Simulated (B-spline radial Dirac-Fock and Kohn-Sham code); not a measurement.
## Dipole and non-dipole photoemission parameters of K 3p3/2

System: the K atom in the configuration [Ar] 4s1; threshold 22.93 eV (orbital energy of the model). Calculated with an atomic code on a B-spline grid, using Dirac-Hartree-Slater photoionisation with a Latter tail; cross sections with all multipoles, angular parameters from the dipole term and its interference with E2.

For linearly polarised light dσ/dΩ = σ/(4π) [1 + β P₂(cos θ) + (δ + γ cos²θ) sin θ cos φ], with θ from the polarisation vector and φ the angle between the beam and the projection of the electron momentum on the plane normal to the polarisation.

```
hν (eV)   σ (kb)      β       γ       δ
   58.8      713  0.183   0.151  -0.009
     60      729  0.252   0.146  -0.009
     80      850  0.967   0.061  -0.008
   88.7      836  1.118   0.037  -0.006
    124      670  1.416  -0.013  -0.002
    150      539  1.511  -0.021   0.000
    218      307  1.610  -0.003   0.003
    228      284  1.615   0.002   0.004
    316      153  1.630   0.054   0.006
    335      136  1.628   0.066   0.006
    414     86.1  1.611   0.116   0.008
    448     72.1  1.601   0.136   0.009
    600     36.2  1.548   0.223   0.013
    699     24.9  1.511   0.273   0.016
    880        ?      ?       ?       ?
 1486.9     3.25  1.262   0.551   0.039
   1940     1.48  1.151   0.655   0.054
   2520    0.662  1.034   0.753   0.074
   2780    0.486  0.988   0.788   0.082
   2940    0.406  0.962   0.808   0.088
 2984.4    0.387  0.955   0.813   0.089
   3380    0.259  0.897   0.855   0.102
   3500    0.231  0.881   0.867   0.106
   3630    0.205  0.864   0.879   0.110
   4960   0.0724  0.720   0.977   0.151
   4990   0.0709  0.718   0.979   0.152
   6000   0.0377  0.636   1.033   0.181
  11200  0.00409  0.387   1.205   0.306
  12000  0.00317  0.362   1.223   0.323
  12100  0.00308  0.360   1.225   0.325
```

Problem. Give the values at 880 eV.

Solution. σ = 13.8 kb, β = 1.447, γ = 0.352, δ = 0.021.
